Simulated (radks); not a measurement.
Results of a calculation; reference values are marked as such.
Task: Ionisation of S2+, [Ne] 3s2 3p2, to S3+, [Ne] 3s2 3p1, under several functionals. Dirac Kohn-Sham, spin-unpolarised, spherical densities, finite nucleus; open shells fill j = l - 1/2 first; a radial shooting solver on a logarithmic mesh with Libxc functionals. The NIST Atomic Spectra Database gives 34.86 eV (semi-empirical). Rank these functionals by the error of their Delta-SCF ionisation energy: B86b exchange with PBE correlation; PBE; XLYP.

Result: From best to worst: B86b exchange with PBE correlation 34.144 eV (-0.716); PBE 34.107 eV (-0.753); XLYP 34.025 eV (-0.835). Spin polarisation and multiplet splitting are left out, so open shells lie too high by an amount that depends on their filling.

Beside tabulated values, note that spin-unpolarised runs miss the spin-polarisation part of the exchange energy of open shells.
